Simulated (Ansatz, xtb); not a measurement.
Diatomic PN+, multiplicity 2 (lowest of 2S+1 = 2, 4 at CCSD(T)/def2-TZVPP on PBE0 minima; our sources give no spin for the ground state, which may be another). The T1 diagnostic near the minimum is 0.092, so single-reference values are doubtful.

Constants: fifth-degree fit in 1/R to seven points, most abundant isotopes. In def2 and cc sets the state is the lowest found near the PBE0 minimum, followed along R.

The values were computed with Ansatz (a program for electronic structure); xtb for the GFN methods. Values without a source in brackets are computed. The GFN methods have no spin term and hold the electronic entropy of 300 K.

```
level             r_e (Å)  ω_e (cm⁻¹)  ω_e x_e (cm⁻¹)  B_e (cm⁻¹)
----------------  -------  ----------  --------------  ----------
GFN1-xTB            1.472        1454             8.3       0.807
SVWN5/def2-TZVPP    1.477        1364             6.9       0.801
PBE/def2-TZVPP      1.489        1326             7.0       0.789
```
